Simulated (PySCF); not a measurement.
## EPR parameters of [C4H6F4Si]+

C₄H₆F₄Si (charge +1 and doublet state).
Geometry (GFN2-xTB, Å), atoms numbered from 1 in this order:
```
atom  x, y, z in Å
C1     1.4461   -0.2475   -1.6171
C2     0.3424   -0.6866   -0.7793
C3    -0.2738    0.0152    0.2231
C4    -0.2851    1.4858    0.3178
F5     0.1760    2.1144   -0.7855
Si6   -1.2103   -0.8973    1.6207
F7    -2.7522   -0.7152    1.4003
F8    -0.7925   -0.2138    2.9691
F9    -0.8160   -2.4123    1.5731
H10    2.0127    0.5907   -1.2187
H11    1.0051    0.0700   -2.5779
H12    2.1009   -1.0774   -1.8923
H13   -0.0114   -1.6993   -0.9611
H14   -1.2919    1.8826    0.5321
H15    0.3456    1.7987    1.1738
```

The hyperfine couplings belong to this conformer and change with its torsions.

Identity: `C[CH+][C](CF)[Si](F)(F)F` [radical] (charge +1).

Theory: UKS B3LYP, pcH-1 on C F H Si, non-relativistic, mean-field spin-orbit, GIAO in PySCF 2.14.0. Geometry: GFN2-xTB, one conformer, isolated ion. The geometry wasn't refined by DFT: couplings that depend on bond lengths, twists or pyramidal angles can differ widely from those at the functional's own minimum, by a factor of two or more for some ions and for spin on atoms past the first row. The frame is twisted about the C2–C3 bond at this geometry (dihedral H13–C2–C3–Si6 = 22°); couplings at other torsion angles weren't computed. The SCF solution wasn't tested for stability.

```
g1, g2, g3                      : 2.00260, 2.00317, 2.00381
g_iso                           : 2.00319
Form of g                       : rhombic: the two nearest values differ by 47 % of g3 − g1
⟨S²⟩                            : 0.7534 (exact 0.7500)
α and β electrons               : 40, 39
HOMO–LUMO gap, α and β orbitals : 5.97, 3.69 eV
```

Hyperfine couplings atom by atom, in mT; T1 to T3 are the principal values of the dipolar part (MHz turned into mT with g_iso):

```csv
atom,isotope,a_iso,of which spin–orbit,T1,T2,T3,Mulliken spin population
C1,13C,-0.03,0.00,-0.26,-0.21,0.46,0.02
C2,13C,0.35,0.00,-1.16,-0.98,2.13,0.32
C3,13C,0.83,0.00,-1.52,-1.35,2.87,0.46
C4,13C,-0.49,0.00,-0.25,-0.21,0.46,-0.01
F5,19F,0.24,0.02,-1.33,-1.14,2.48,0.02
Si6,29Si,-0.08,0.00,-0.18,0.07,0.11,0.00
F7,19F,0.71,0.02,-1.36,-1.32,2.68,0.02
F8,19F,-0.23,0.00,-0.29,0.05,0.23,0.00
F9,19F,-0.11,0.00,-0.28,-0.10,0.38,0.00
H10,1H,0.21,0.00,-0.15,-0.08,0.24,0.00
H11,1H,6.41,0.00,-0.23,-0.07,0.29,0.07
H12,1H,1.03,0.00,-0.17,-0.15,0.32,0.01
H13,1H,0.50,0.00,-0.52,-0.27,0.78,0.00
H14,1H,3.06,0.00,-0.21,-0.18,0.39,0.03
H15,1H,6.59,0.00,-0.23,-0.08,0.31,0.07
```

The Mulliken spin populations are largest on C3 (+0.46), C2 (+0.32), H15 (+0.07) and H11 (+0.07).

C3, the radical centre as drawn in `C[CH+][C](CF)[Si](F)(F)F`, holds a spin population of +0.46 out of 1.

Under fast tumbling the dipolar parts average out, and these isotropic splittings remain: 2 × 1H (H14/H15, I = 1/2, 3 lines) with 4.83 mT, 3 × 1H (H10/H11/H12, I = 1/2, 4 lines) with 2.55 mT, 1 × 1H (H13, I = 1/2, 2 lines) with 0.50 mT, 1 × 19F (F5, I = 1/2, 2 lines) with 0.24 mT and 3 × 19F (F7/F8/F9, I = 1/2, 4 lines) with 0.12 mT.

Nuclei that the bonding pattern makes equivalent are averaged, as if the motion that swaps them (rotation, inversion, ring flip) were fast. The three 1H nuclei of mean +71.5 MHz run from 5.9 to 179.7 MHz in the frozen geometry. The three 19F nuclei of mean +3.4 MHz run from -6.4 to 19.9 MHz in the frozen geometry. The 1H value of +135.3 MHz is a mean of couplings from 85.9 to 184.7 MHz in this one geometry, not an average over conformers.

The 13C coupling of C3 (23.1 MHz) shows only in satellite lines or after enrichment, since that isotope makes up about 1.07 % of natural carbon.

The spin density at the nucleus, in bohr⁻³, is negative for C4 (-0.0123), for instance. A restricted open-shell determinant has no negative spin density anywhere; here it arises because α and β orbitals differ (spin polarisation).
